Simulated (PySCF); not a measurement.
C5H7FO, SMILES F[C@@]1(OC)C=CC1.

Geometry: B3LYP-D3(BJ)/def2-SVP. The structure was generated by enumeration; whether it is a known compound was not checked. The values are those of a single conformer.

Two levels are set side by side: PBE/def2-TZVP (PySCF) and ωB97X/def2-TZVP (PySCF). Same geometry, gas phase. Differences are taken from unrounded values.

```json
[
 {"quantity": "orbital gap (eV)", "ωB97X": "11.92", "PBE": "4.68", "PBE minus ωB97X": "-7.23"},
 {"quantity": "highest occupied level (eV)", "ωB97X": "-10.05", "PBE": "-6.09", "PBE minus ωB97X": "3.96"},
 {"quantity": "lowest empty level (eV)", "ωB97X": "1.86", "PBE": "-1.41", "PBE minus ωB97X": "-3.27"},
 {"quantity": "dipole moment (D)", "ωB97X": "3.05", "PBE": "2.75", "PBE minus ωB97X": "-0.30"},
 {"quantity": "mean polarisability (bohr³)", "ωB97X": "59.7", "PBE": "62.4", "PBE minus ωB97X": "2.6"}
]
```

Without exact exchange PBE keeps part of each electron's self-repulsion, which lifts occupied levels and narrows the gap. PBE's more diffuse valence density responds more strongly to a field. Differences between two approximate levels are no errors against the true value.

Rough cost on one machine, each run with all the roots and properties that it gave: ωB97X against PBE within a factor of 2.
